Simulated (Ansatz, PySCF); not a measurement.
Donor–acceptor adduct: BH3 (SMILES B) (first 4 atoms) with C3H9N (SMILES CN(C)C); geometry from B3LYP-D3(BJ)/def2-TZVP, rigid monomers moved along the line of their centres of mass till B1···N6 is 1.48 Å.
(charge 0, multiplicity 1):
```xyz
17

B     -0.387     0.027     1.271
H      0.488     0.646     0.709
H     -0.415    -1.143     0.962
H     -1.469     0.563     1.201
C      1.297    -0.591     2.899
N     -0.026     0.049     2.710
C      0.033     1.450     3.185
C     -1.046    -0.692     3.488
H      1.577    -0.583     3.955
H      2.034    -0.046     2.314
H      1.245    -1.613     2.535
H      0.298     1.483     4.245
H     -0.939     1.911     3.030
H      0.774     1.986     2.598
H     -0.794    -0.685     4.551
H     -2.013    -0.223     3.331
H     -1.088    -1.715     3.123
```

Monomers are frozen at their geometry in the pair; levels with a basis set take the counterpoise correction.

Cores are frozen in the correlated methods.

Programs: Ansatz (Gaussian orbitals); PySCF for the dispersion terms. Values without a source in brackets are computed.

PBE/def2-TZVPPD gives -2066.4 meV for the interaction energy.

**Question.** How do the other levels lie against it? Give each less PBE: PBE-D3(BJ)/def2-TZVPPD, r2SCAN/def2-TZVPPD, B3LYP/def2-TZVPPD, MP2/aug-cc-pVDZ.

**Answer.** PBE-D3(BJ)/def2-TZVPPD -134.8; r2SCAN/def2-TZVPPD -130.0; B3LYP/def2-TZVPPD 239.8; MP2/aug-cc-pVDZ 83.4 meV. 2 of 4 lie above PBE; the widest gap is to B3LYP/def2-TZVPPD.

Ansatz is an electronic-structure program.
